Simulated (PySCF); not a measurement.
Cl5Nb, charge -1, multiplicity 2. Atoms are numbered in the order given.

```xyz
6

Nb     0.0000     0.0000    -0.0335
Cl     0.0000     2.4371    -0.0239
Cl     0.0000    -2.4371    -0.0239
Cl     0.0000     0.0000     2.3272
Cl    -2.0911     0.0000    -1.0994
Cl     2.0911     0.0000    -1.0994
```
Charge -1, spin multiplicity 2.

Coordinates come from a B3LYP-D3(BJ)/def2-SVPD optimisation. The geometry has at least one imaginary mode, so it is a saddle point at that level. The spin state was assumed, not searched. The def2 effective core potentials stand for the cores of Nb; spin–orbit coupling is left out.

Calculation: r2SCAN/def2-SVPD (PySCF).

Mulliken values depend strongly on the basis, most of all with diffuse functions as here. ESP charges are fitted to the potential on shells at 1.4 to 2.0 van der Waals radii. Atomic charges (e):

| atom | Mulliken | ESP fit | Mulliken spin |
|---|---|---|---|
| Nb1 | 2.12 | 0.75 | 1.01 |
| Cl2 | -0.65 | -0.44 | 0.01 |
| Cl3 | -0.65 | -0.44 | 0.01 |
| Cl4 | -0.59 | -0.26 | -0.03 |
| Cl5 | -0.61 | -0.30 | 0.00 |
| Cl6 | -0.61 | -0.30 | 0.00 |
